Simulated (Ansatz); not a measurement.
```yaml
crystal:
  periodic: [false, false, false]
  atoms:
    - {symbol: O, position_ang: [0.742959, -0.177255, 4.153777]}
    - {symbol: Cu, position_ang: [0.402679, -0.170448, 2.407259]}
    - {symbol: N, position_ang: [0.099842, -0.021219, 0.553401]}
    - {symbol: C, position_ang: [0.440247, 1.098477, -0.098762]}
    - {symbol: C, position_ang: [0.241002, 1.261464, -1.455587]}
    - {symbol: C, position_ang: [-0.333721, 0.229669, -2.178892]}
    - {symbol: C, position_ang: [-0.687378, -0.929915, -1.509192]}
    - {symbol: C, position_ang: [-0.455574, -1.016062, -0.150429]}
    - {symbol: H, position_ang: [0.488200, -1.001231, 4.572660]}
    - {symbol: H, position_ang: [0.886848, 1.882214, 0.500377]}
    - {symbol: H, position_ang: [0.535547, 2.188390, -1.930566]}
    - {symbol: H, position_ang: [-0.502893, 0.327391, -3.244623]}
    - {symbol: H, position_ang: [-1.139621, -1.765682, -2.027419]}
    - {symbol: H, position_ang: [-0.718137, -1.905772, 0.407984]}
basis:
  gaussian: {orbitals: def2-mTZVP, nuclear_model: gaussian}
hamiltonian: {xc: {name: HF}}
correlation: {active_space: {window: {electrons: 6, orbitals: 2}}}
```

```sh
$ ansatz run in.yaml --threads 2 --pin off --events-out ev --progress --plain --max-ram 22528MiB --backend cpu
```

Shortened log:

```
Functional definition: HF
1825 factors; integrals over basis functions are off by at most 1.1e-3 eV
mean field evaluation 1: about -53356.4572 eV, gradient 7.8e1 eV
mean field evaluation 2: about -53356.8339 eV, gradient 7.8e1 eV
mean field evaluation 4: about -53365.7628 eV, gradient 1.5e1 eV
mean field evaluation 8: about -53366.1658 eV, gradient 1.1e0 eV
mean field evaluation 16: about -53366.1745 eV, gradient 3.6e-5 eV
mean field -53366.17453519 eV, -1961.1707412760 hartree, gradient 2.6e-6 eV, S^2 0.000000; 0 other end points of the search recorded, 0 dependent functions left out
reference -53366.17453519 eV, -1961.1707412760 hartree; 40, 40 occupied and 149, 149 virtual orbitals, 1825 factors
Error: 6 electrons in 2 orbitals form no window around the highest filled level of the reference
```

Something in this input is off. What?

The active space doesn't fit the electrons. The run stopped with an error.
